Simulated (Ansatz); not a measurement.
YCl₃. Total charge 0; singlet. Geometry PBE-D4/def2-SVP; atoms count from 1.

Cartesian coordinates in Å:
```
Y 0.000 -0.002 0.002
Cl -0.289 1.408 1.977
Cl -1.957 -0.821 -1.213
Cl 2.246 -0.586 -0.765
```

In the def2 sets Y takes a core potential; there is no spin–orbit coupling.

Question: Estimate the Mulliken populations from the PBE0/def2-TZVP orbitals of Ansatz.

Answer: 
```tsv
atom	charge (e)	d electrons
Y1	1.27	1.14
Cl2	-0.42	–
Cl3	-0.42	–
Cl4	-0.42	–
```
Mulliken values and Mayer orders depend strongly on the basis.

Question: And the Mayer bond orders between bonded heavy atoms (over 0.3)?

Answer: Y1–Cl2 1.02 (2.44 Å); Y1–Cl3 1.02 (2.44 Å); Y1–Cl4 1.02 (2.44 Å).
